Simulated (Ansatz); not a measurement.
Start from `[F][Al]([Br])[Br]` and change one atom or group to get `[NH2][Al]([F])[Br]`.

Ansatz, PBE0-D4/def2-TZVP geometries, multiplicity 1. Each molecule was computed in one conformer, which needn't be the lowest.

Scalar relativity is left out up to krypton.

```
                                                                                  property  `[F][Al]([Br])[Br]`
                                                        HOMO energy (PBE0/def2-TZVPP) / eV                -8.91
ideal-gas entropy at 298 K and 1 bar (rigid rotor, harmonic PBE0-D4/def2-TZVP) / J/(mol·K)                  334
                                                      HOMO–LUMO gap (PBE0/def2-TZVPP) / eV                 7.42
                                                   HOMO–LUMO gap (ωB97M-V/def2-TZVPP) / eV                11.33
                                        size of the dipole moment (ωB97M-V/def2-TZVPP) / D                 0.57
                                                     HOMO energy (ωB97M-V/def2-TZVPP) / eV               -11.10
```

Problem. Give the same properties after the change, and the shifts. (Estimate.)

Solution. Computed: 
```tsv
property	`[NH2][Al]([F])[Br]`	shift
HOMO energy (PBE0/def2-TZVPP) / eV	-8.02	0.89
ideal-gas entropy at 298 K and 1 bar (rigid rotor, harmonic PBE0-D4/def2-TZVP) / J/(mol·K)	329	-5
HOMO–LUMO gap (PBE0/def2-TZVPP) / eV	7.29	-0.13
HOMO–LUMO gap (ωB97M-V/def2-TZVPP) / eV	11.29	-0.04
size of the dipole moment (ωB97M-V/def2-TZVPP) / D	2.40	1.83
HOMO energy (ωB97M-V/def2-TZVPP) / eV	-10.39	0.71
```

With PBE0 the HOMO rises by 0.89 eV and the LUMO rises by 0.77 eV, so the gap narrows by about 0.12 eV. PBE moves the HOMO by 1.02 eV and ωB97M-V by 0.71 eV. The zero-point energy changes by 64.7 kJ/mol with +6 modes. Dipoles are sizes alone; their direction can turn.

Spin–orbit coupling is left out; it splits and shifts lone-pair levels of the heavy atoms by tenths of an eV.
